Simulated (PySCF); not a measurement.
Vertical excitations of a molecule C3H9NOSi from PySCF 2.14.0 with TDA-PBE/def2-SVPD, as energy in eV (oscillator strength): 4.71 (0.001), 5.20 (0.028), 5.25 (0.002), 5.74 (0.026), 6.11 (0.022), 6.23 (0.006), 6.38 (0.001), 6.47 (0.008), 6.70 (0.011), 6.73 (0.016). Lowest triplet (TDA): 4.58 eV. Coordinates come from a r2SCAN-D4/def2-SVP optimisation. Other conformers were not sampled.

Task: Pick the molecule that these values belong to.
(A) OCC/C=N\[SiH3]
(B) C=CO[SiH2]CN
(C) CN1C[SiH](O)C1
(D) C=C[Si@@](C)(N)O

Result: C, CN1C[SiH](O)C1
